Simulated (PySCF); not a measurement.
C₃H₁₀AlFS.
Geometry (PBE0-D3(BJ)/def2-SVP, Å), atoms numbered from 1 in this order:
```xyz
16
C3H10AlFS angstrom
C      2.7177    0.0956   -0.2672
Al     1.0141    1.0465   -0.5632
S     -0.4893   -0.3602    0.8764
C     -1.1159   -1.6198   -0.2551
C     -1.9511    0.6974    1.0271
F     -2.3944    1.1232   -0.1767
H      3.0380    0.1208    0.7876
H      2.6753   -0.9618   -0.5805
H      3.5254    0.5611   -0.8588
H      0.2731    0.8359   -1.9712
H      0.7170    2.3964    0.2587
H     -0.2500   -2.2186   -0.5671
H     -1.8441   -2.2634    0.2573
H     -1.5569   -1.1321   -1.1339
H     -2.7480    0.1261    1.5306
H     -1.6314    1.5498    1.6468
```

The calculation used PySCF 2.14.0, PBE0-D3(BJ)/def2-SVP geometry optimisation, gas phase.

Take the most abundant isotopes and a rigid rotor. The values belong to one conformer with, in the numbering `[CH3:1][AlH2-:2][S@+:3]([CH3:4])[CH2:5][F:6]`, C1–Al2–S3–C4 -91°, Al2–S3–C5–F6 51°.

Question: What are A, B and C (cm⁻¹)?

Answer: Ia = 158.73, Ib = 384.80, Ic = 453.64 u·Å²; 505379 MHz·u·Å²/I gives 3184, 1313 and 1114 MHz, that is A = 0.10620, B = 0.04381, C = 0.03716 cm⁻¹.

Question: What kind of rotor is it?

Answer: An asymmetric top; Ray's κ = -0.807.

Question: What does the inertial defect say?

Answer: Not planar: Δ = Ic − Ia − Ib = -89.89 u·Å². For a rigid frame Δ = −2 Σ m c², so Σ m c² = 44.94 u·Å² lies off the ab plane: 13.48 from hydrogen and 31.47 from heavier atoms. The atom farthest from that plane is 1.77 Å away.

Question: Where do the levels up to J = 4 lie, in MHz?

Answer: Above 0(0,0):
J = 1: 1(0,1) 2427, 1(1,1) 4298, 1(1,0) 4497
J = 2: 2(0,2) 7267, 2(1,2) 8953, 2(1,1) 9551, 2(2,1) 15163, 2(2,0) 15178
J = 3: 3(0,3) 14490, 3(1,3) 15928, 3(1,2) 17123, 3(2,2) 22445, 3(2,1) 22520, 3(3,1) 32305, 3(3,0) 32306
J = 4: 4(0,4) 24053, 4(1,4) 25210, 4(1,3) 27199, 4(2,3) 32143, 4(2,2) 32364, 4(3,2) 42043, 4(3,1) 42048, 4(4,1) 55808, 4(4,0) 55808
Those of J = 1 are B + C, A + C and A + B.

Question: Predict some low-J microwave lines.

Answer: The dipole components are |μa| = 3.48 D, |μb| = 3.21 D, |μc| = 1.01 D. Intensities carry the squares of the components, which stand as 1.00 : 0.85 : 0.08 (a : b : c). Some lines, for components of 0.1 D or more:

```
type  branch         J(Ka,Kc)    MHz  lower level (cm⁻¹)
   c       Q  3(1,3) ← 3(0,3)   1438               0.483
   b       R  3(1,2) ← 2(2,1)   1960               0.506
   b       R  2(0,2) ← 1(1,1)   2969               0.143
   b       R  1(1,1) ← 0(0,0)   4298               0.000
   b       Q  2(2,0) ← 2(1,1)   5627               0.319
   b       Q  2(2,1) ← 2(1,2)   6209               0.299
   b       R  2(1,2) ← 1(0,1)   6526               0.081
   c       R  2(1,1) ← 1(0,1)   7124               0.081
   a       R  3(0,3) ← 2(0,2)   7222               0.242
   b       R  2(2,1) ← 1(1,0)  10666               0.150
   b       R  2(2,0) ← 1(1,1)  10880               0.143
   c       R  3(2,2) ← 2(1,2)  13492               0.299
   b       R  3(2,1) ← 2(1,2)  13567               0.299
```

Question: Estimate the classical rotational partition function at 25 K, 50 K and 298.15 K.

Answer: Point group C1, symmetry number σ = 1; q = (√π/σ)·√((kT/h)³/(ABC)), k/h = 20836.6 MHz/K: 9760 at 25 K, 27600 at 50 K, 402000 at 298.15 K.

Not checked by PBE0-D3(BJ)/def2-SVP frequencies. Zero-point vibration and centrifugal distortion are left out. A rigid rotor knows nothing of internal rotation, which can split or shift real lines. Quadrupole hyperfine structure (27Al) is left out.
